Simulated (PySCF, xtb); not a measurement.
CH7F2NSi2, SMILES N[SiH2][Si](C)(F)F.

The structure is a stationary point at ωB97X-D3(BJ)/def2-SVP. This is a generated structure with no PubChem entry under its InChIKey; it may be hypothetical. One conformer was computed; it need not be the lowest.

The numbers are results of IEF-PCM-B3LYP/def2-SVP (PySCF), not measurements.

The values are the electrostatic part of the solvation free energy, E(continuum) − E(gas) at the gas-phase geometry, in a cavity of scaled van der Waals radii (PySCF's table); cavitation and dispersion terms are not included. In vacuum the orbital gap is 6.90 eV. The dipole moment in vacuum is 2.46 D.

```csv
solvent,ε,ΔG(elec) (kcal/mol),dipole (D),gap (eV)
water,78.36,-5.0,2.96,6.89
1-octanol,9.86,-4.4,2.89,6.89
ethanol,24.85,-4.8,2.94,6.89
```

For comparison, GFN2-xTB/ALPB(water) (xtb, at the GFN2-xTB geometry, all terms of that model) gives -4.1 kcal/mol.
